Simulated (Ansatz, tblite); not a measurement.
Removing and adding an electron: TaF₅. Charge 0, multiplicity 1. Geometry: PBE0-D4/def2-SVP. Ansatz, gas phase; energy differences of separate SCF runs; the oxidised species was run as a doublet alone; the reduced species was run as a doublet alone.

```xyz
6

Ta    0.000    0.000    0.000
F     1.485    0.616    0.974
F    -1.485   -0.616   -0.974
F    -0.186   -1.417    1.180
F     1.064   -0.182   -1.507
F    -0.878    1.599    0.326
```

In the def2 sets Ta takes a core potential; there is no spin–orbit coupling. The xTB rows come from tblite. Correlated methods freeze 5 core orbitals; core or outer-core shells of Ta are correlated, in sets that lack core-valence functions. The rows differ in basis, and correlated rows in double-zeta sets carry the largest basis error. In CCSD on the charge 1 doublet the largest single amplitude is 0.44, so its Hartree–Fock determinant may place the open shell otherwise than the density functionals do. HOMO above LUMO, or a gap near zero within one spin, warns that the state may not be the lowest or that an electron is smeared out.

```csv
level,−HOMO (eV),vertical IE (eV),−LUMO (eV),vertical EA (eV),HOMO–LUMO gap (eV),IE − EA (eV),remarks
GFN1-xTB,13.45,16.79,8.22,5.27,5.24,11.52,–
GFN2-xTB,14.65,18.19,9.02,5.57,5.63,12.62,–
r2SCAN-D4/def2-TZVP,10.70,13.98,3.26,–,7.44,–,gap within one spin near zero (+1 doublet)
PBE0-D4/def2-TZVPD,12.27,–,2.59,0.21,9.69,–,HOMO above zero (-1 doublet)
CCSD/def2-SVP,–,15.54,–,–,–,–,large T1 (0.070) (+1 doublet)
```

(1) Estimate the rows for PBE-D4/def2-TZVPD, r2SCAN-D4/def2-TZVPD, PBE0-D4/def2-TZVP, CCSD(T)/def2-SVP.

Results:

(1) 
| level | −HOMO (eV) | vertical IE (eV) | −LUMO (eV) | vertical EA (eV) | HOMO–LUMO gap (eV) | IE − EA (eV) | remarks |
| --- | --- | --- | --- | --- | --- | --- | --- |
| PBE-D4/def2-TZVPD | 10.20 | – | 3.36 | -0.08 | 6.84 | – | HOMO above zero (-1 doublet), gap within one spin near zero (-1 doublet) |
| r2SCAN-D4/def2-TZVPD | 10.70 | – | 3.25 | -0.11 | 7.45 | – | HOMO above zero (-1 doublet) |
| PBE0-D4/def2-TZVP | 12.27 | 14.61 | 2.57 | – | 9.69 | – | – |
| CCSD(T)/def2-SVP | – | 15.12 | – | – | – | – | large T1 (0.070) (+1 doublet) |

Run but left out: HF/def2-SVP, MP2/def2-SVP (charge +1 doublet: a determinant that CCSD turns far, T1 0.070); PBE-D4/def2-TZVP (charge +1 doublet: an occupied level 0.03 eV above an empty one).   A HOMO above zero means that the electron is unbound at that level or that self-interaction error raises the level; the energy of removing that electron tells which. Raw xTB energy differences between charge states are shifted by several eV; the methods need an empirical correction for them. A negative affinity means that the extra electron isn't bound; its size then hangs on the basis.
